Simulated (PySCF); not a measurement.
PySCF input (M06-2X/6-311+G**):

```python
from pyscf import gto, dft

mol = gto.M(
    atom='''
    C    -1.85426700    0.16959900    0.15915300
    C    -0.42817500   -0.14043400   -0.20349900
    O    -0.07230800   -0.83388000   -1.12113600
    O     0.42913400    0.46702700    0.64298700
    C     1.82311300    0.23895900    0.38704500
    H    -2.52230600   -0.33652100   -0.53162400
    H    -2.02171500    1.24668600    0.11879400
    H    -2.05722800   -0.15398600    1.18076000
    H     2.09238000    0.59834500   -0.60548000
    H     2.35607600    0.79512600    1.15308000
    H     2.05416200   -0.82357000    0.45347300
    ''',
    basis='6-311+g**',
    charge=0,
    spin=0,
    verbose=4,
)

mf = dft.RKS(mol, xc='m062x').density_fit(auxbasis='def2-universal-jkfit')
mf.grids.level = 4
mf.conv_tol = 1e-9
mf.max_cycle = 100
mf.max_memory = 1500
mf.kernel()
if not mf.converged:
    mf = mf.newton()
    mf.kernel(mf.make_rdm1())
mf.dip_moment()
```

Output:

```
PySCF version 2.14.0

[INPUT] verbose = 4
[INPUT] num. atoms = 11
[INPUT] num. electrons = 40
[INPUT] charge = 0
[INPUT] spin (= nelec alpha-beta = 2S) = 0
[INPUT] symmetry False subgroup None
[INPUT] Mole.unit = angstrom
[INPUT] Symbol           X                Y                Z      unit          X                Y                Z       unit  Magmom
[INPUT]  1 C     -1.854267000000   0.169599000000   0.159153000000 AA   -3.504056791819   0.320495661000   0.300755581903 Bohr   0.0
[INPUT]  2 C     -0.428175000000  -0.140434000000  -0.203499000000 AA   -0.809133483386  -0.265381798577  -0.384557376623 Bohr   0.0
[INPUT]  3 O     -0.072308000000  -0.833880000000  -1.121136000000 AA   -0.136642316615  -1.575804820752  -2.118639988390 Bohr   0.0
[INPUT]  4 O      0.429134000000   0.467027000000   0.642987000000 AA    0.810945730739   0.882553122777   1.215069331656 Bohr   0.0
[INPUT]  5 C      1.823113000000   0.238959000000   0.387045000000 AA    3.445184264134   0.451567065000   0.731409047882 Bohr   0.0
[INPUT]  6 H     -2.522306000000  -0.336521000000  -0.531624000000 AA   -4.766467542347  -0.635932525165  -1.004623761246 Bohr   0.0
[INPUT]  7 H     -2.021715000000   1.246686000000   0.118794000000 AA   -3.820487651925   2.355895103330   0.224488125242 Bohr   0.0
[INPUT]  8 H     -2.057228000000  -0.153986000000   1.180760000000 AA   -3.887597495787  -0.290991367017   2.231313018841 Bohr   0.0
[INPUT]  9 H      2.092380000000   0.598345000000  -0.605480000000 AA    3.954025148517   1.130708178003  -1.144191373902 Bohr   0.0
[INPUT] 10 H      2.356076000000   0.795126000000   1.153080000000 AA    4.452338368661   1.502570374521   2.179005399713 Bohr   0.0
[INPUT] 11 H      2.054162000000  -0.823570000000   0.453473000000 AA    3.881803595489  -1.556321744408   0.856939774885 Bohr   0.0

nuclear repulsion = 181.653720613169
number of shells = 74
number of NR pGTOs = 223
number of NR cGTOs = 146
basis = 6-311+g**
ecp = {}

******** <class 'pyscf.df.df_jk.DFRKS'> ********
method = DFRKS
initial guess = minao
damping factor = 0
level_shift factor = 0
DIIS = <class 'pyscf.scf.diis.CDIIS'>
diis_start_cycle = 1
diis_space = 8
diis_damp = 0
SCF conv_tol = 1e-09
SCF conv_tol_grad = None
SCF max_cycles = 100
direct_scf = False
XC library pyscf.dft.libxc version 7.1.2
    S. Lehtola, C. Steigemann, M. J. T. Oliveira, and M. A. L. Marques,  SoftwareX 7, 1–5 (2018)
XC functionals = m062x
    Y. Zhao and D. G. Truhlar,  Theor. Chem. Acc. 120, 215 (2008)
    Y. Zhao and D. G. Truhlar,  Theor. Chem. Acc. 120, 215 (2008)
radial grids:
    Treutler-Ahlrichs [JCP 102, 346 (1995); DOI:10.1063/1.469408] (M4) radial grids

becke partition: Becke, JCP 88, 2547 (1988); DOI:10.1063/1.454033
pruning grids: <function nwchem_prune>
grids dens level: 4
symmetrized grids: False
atomic radii adjust function: <function treutler_atomic_radii_adjust>
small_rho_cutoff = 0
Set gradient conv threshold to 3.16228e-05
Initial guess from minao.
tot grids = 236592
******** <class 'pyscf.df.df.DF'> ********
auxbasis = def2-universal-jkfit
init E= -269.048367180111
  HOMO = -0.376511050977745  LUMO = -0.0320791417714084  gap/eV = 9.37247
cycle= 1 E= -268.214149676186  delta_E= 0.834  |g|= 0.846  |ddm|= 2.64
  HOMO = -0.228128111031101  LUMO = 0.00837502098708901  gap/eV = 6.43558
cycle= 2 E= -268.08541832191  delta_E= 0.129  |g|= 1.24  |ddm|=  1.9
  HOMO = -0.356522455746364  LUMO = 0.0135403604468915  gap/eV = 10.06992
cycle= 3 E= -268.349668544521  delta_E= -0.264  |g|= 0.142  |ddm|= 1.23
  HOMO = -0.352848474261293  LUMO = 0.0122433440730792  gap/eV = 9.93465
cycle= 4 E= -268.352648306426  delta_E= -0.00298  |g|= 0.0703  |ddm|= 0.155
  HOMO = -0.3573171578767  LUMO = 0.0126877337173476  gap/eV = 10.06835
cycle= 5 E= -268.353480472865  delta_E= -0.000832  |g|= 0.0119  |ddm|= 0.0584
  HOMO = -0.35758437992552  LUMO = 0.0128572513812552  gap/eV = 10.08023
cycle= 6 E= -268.353512111925  delta_E= -3.16e-05  |g|= 0.00438  |ddm|= 0.0138
  HOMO = -0.358094936590192  LUMO = 0.0128685052168065  gap/eV = 10.09443
cycle= 7 E= -268.353517154716  delta_E= -5.04e-06  |g|= 0.00107  |ddm|= 0.00631
  HOMO = -0.358253820488372  LUMO = 0.0128745642481142  gap/eV = 10.09892
cycle= 8 E= -268.353517563465  delta_E= -4.09e-07  |g|= 0.000243  |ddm|= 0.00275
  HOMO = -0.358265445589605  LUMO = 0.0128798376517773  gap/eV = 10.09938
cycle= 9 E= -268.353517583365  delta_E= -1.99e-08  |g|= 8.49e-05  |ddm|= 0.000586
  HOMO = -0.358278363312767  LUMO = 0.0128784801712458  gap/eV = 10.09969
cycle= 10 E= -268.35351758538  delta_E= -2.02e-09  |g|= 2.26e-05  |ddm|= 0.000121
  HOMO = -0.358280195428417  LUMO = 0.0128786714726883  gap/eV = 10.09975
cycle= 11 E= -268.353517585538  delta_E= -1.58e-10  |g|= 5.68e-06  |ddm|= 3.96e-05
  HOMO = -0.358279467362529  LUMO = 0.0128787672439041  gap/eV = 10.09973
Extra cycle  E= -268.353517585544  delta_E= -5.68e-12  |g|= 5.21e-06  |ddm|= 1.22e-05
converged SCF energy = -268.353517585544
Dipole moment(X, Y, Z, Debye):  0.03583,  1.11546,  1.49441
```

The geometry given is a B3LYP-D3(BJ)/def2-TZVP minimum.
